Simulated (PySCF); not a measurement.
**Structure from 2D NMR**

Compound of formula C4H5Cl2NSi. Correlations simulated from computed shifts and the bond graph:

HSQC (one-bond C–H):
```tsv
δH	δC
8.58	173.8
8.57	173.8
2.10	5.6
```

COSY cross peaks (H two or three bonds apart, from the bond graph; peaks can be absent where the dihedral angle is near 90°):
```tsv
δH	δH
8.58	8.57
```

HMBC (two and three bonds, from the bond graph):
```tsv
δH	δC
2.10	113.0, 84.6
```

Carbons without hydrogens: δ 113.0, 84.6.

- σ from GIAO-PBE0/pcSseg-1
- geometry from GFN2-xTB
- run in PySCF 2.14
- averaged over atoms made equivalent by symmetry, fast rotation or ring inversion, isolated molecule, one computed conformer, non-relativistic

δ = σ(ref) − σ, references computed at the same level: ¹H (σref 31.72), ¹³C (σref 186.93) against TMS.

Exchangeable hydrogens are left out of these lists.

Question: Work out the connectivity.

Answer: `C=N[Si](Cl)(Cl)C#CC`.

Structure with atom numbers: `[CH2:1]=[N:2][Si:3]([Cl:4])([Cl:5])[C:6]#[C:7][CH3:8]`. Hydrogens are named by the atom that carries them. Ha(C1) is cis to Si3; Hb(C1) is trans to Si3.

1. δC 173.8 is C1, a C=N carbon (δH 8.58, 8.57).
2. δC 113.0 is C7, an alkyne carbon.
3. δC 84.6 is C6, an alkyne carbon.
4. δC 5.6 is C8, a propargylic methyl carbon (δH 2.10).
5. HMBC from δH 2.10 reaches the proton-free carbons C7, C6.
6. COSY links 8.58–8.57.

The shifts were computed for this structure.

Shifts are as computed. Against solution values, carbons near 30 ppm lie about +3 ppm off and those near 130 ppm about +5 ppm. Of 1309 compounds with measured shifts, 239 miss one by over three times the rms of a fit or turn the order of signals round; such compounds aren't used in these exercises.
